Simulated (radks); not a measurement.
All-electron atom: Er61+ in [He] 2s2 2p3.

Method: scalar-relativistic Kohn-Sham, LB94 model potential, spin-polarised, spherical densities, finite nucleus; open shells are filled with parallel spins first (spin-orbit coupling, left out, can overturn this in heavy ions); Fermi nuclear charge, rms radius 5.2516 fm; computed with a radial shooting solver on a logarithmic mesh with Libxc functionals.

Energy parts (hartree):
| part | energy |
|---|---|
| kinetic | 8634.6916 |
| electron-nucleus | -16631.7088 |
| Hartree | 400.6176 |
(The LB94 potential has no energy functional, so no total or exchange-correlation energy is given.)

Orbitals (lengths in bohr, moments of r in powers of bohr):
orbital,occ.,eigenvalue (hartree),<r^4>,<r>
1s down,1,-2341.630,8.459e-07,0.02029
1s up,1,-2341.052,8.489e-07,0.02030
2s up,1,-556.6878,0.0001149,0.08373
2s down,1,-553.5011,0.0001159,0.08388
2p up,3,-519.9135,0.00008322,0.07362
2p down,0,-516.8564,0.00008383,0.07368

The highest occupied level is 2p up at -14147.6 eV. Spin moment in Bohr magnetons: 3.
